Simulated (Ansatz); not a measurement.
`N=CC[SiH3]` + `CO[SiH](O)Cl` → `CO[SiH](Cl)O[SiH3]` + `CC=N`  (ligand exchange at the Si–C bond)

Program: Ansatz. Geometries: PBE0-D4/def2-TZVP. ΔE: electronic, gas phase. CCSD(T)/CBS adds triple-zeta CCSD(T) − MP2 to the extrapolated MP2 energy (def2 sets, frozen cores). DFT in def2-TZVPP. B3LYP here is the variant with VWN-RPA as its local correlation; programs differ in this. One conformer a species, not always the lowest.

`N=CC[SiH3]`:

```xyz
11

N     0.569   -1.975    0.995
C    -0.323   -1.173    0.595
C    -0.287    0.317    0.592
Si    0.096    0.991   -1.133
H     1.373   -1.467    1.371
H    -1.229   -1.619    0.168
H    -1.259    0.724    0.891
H     0.470    0.693    1.288
H     0.012    2.475   -1.118
H     1.464    0.577   -1.538
H    -0.886    0.458   -2.112
```

`CO[SiH](O)Cl`:

```xyz
10

C    -0.694   -0.522    1.395
O     0.333    0.076    0.634
Si    0.242    0.537   -0.920
O     1.718    0.964   -1.436
Cl   -0.510   -1.038   -2.012
H    -1.058   -1.436    0.918
H    -0.285   -0.772    2.374
H    -1.535    0.165    1.533
H    -0.644    1.693   -1.135
H     2.434    0.333   -1.349
```

`CO[SiH](Cl)O[SiH3]`:

```xyz
13

C     1.978    1.219    0.785
O     1.073    0.297    0.216
Si   -0.192    0.662   -0.732
Cl   -1.363    2.057    0.218
O    -1.030   -0.688   -0.985
Si   -1.690   -1.995   -0.234
H     2.513    1.780    0.012
H     1.459    1.925    1.439
H     2.703    0.658    1.373
H     0.215    1.239   -2.024
H    -0.674   -3.071   -0.131
H    -2.163   -1.624    1.123
H    -2.830   -2.459   -1.059
```

`CC=N`:

Cartesian coordinates in Å:
```
C 0.092 -0.366 0.728
C 0.340 0.240 -0.614
N -0.503 0.757 -1.400
H 0.676 0.155 1.493
H -0.965 -0.324 0.999
H 0.420 -1.410 0.739
H 1.382 0.231 -0.950
H -1.442 0.717 -0.996
```

| level | ΔE (kJ/mol) |
| --- | --- |
| B3LYP-D4 | -111.6 |
| B3LYP | -110.7 |
| HF/def2-TZVPP | -131.8 |
| SCS-MP2/def2-TZVPP | -113.8 |
| CCSD/def2-TZVPP | -112.0 |
| HF/def2-QZVPP | -134.0 |
| SCS-MP2/def2-QZVPP | -114.7 |
| HF/CBS(def2) | -134.3 |

**Question.** What does CCSD(T)/CBS give? (Estimate.)

**Answer.** Ansatz gave: -108.9 kJ/mol. The listed levels differ from it by -2.7, -1.8, -22.9, -4.9, -3.1, -25.1, -5.8, -25.4 kJ/mol.

Largest T1 diagnostic among the species: 0.012.

From PBE to PBE0 (25 % exact exchange), in def2-TZVPP and without D4, ΔE moves by −6.5 kJ/mol. In def2-TZVPP, CCSD(T) changes the Hartree–Fock value by +23.4 kJ/mol (the triples alone add +3.6 kJ/mol) and MP2 by +23.6 kJ/mol.
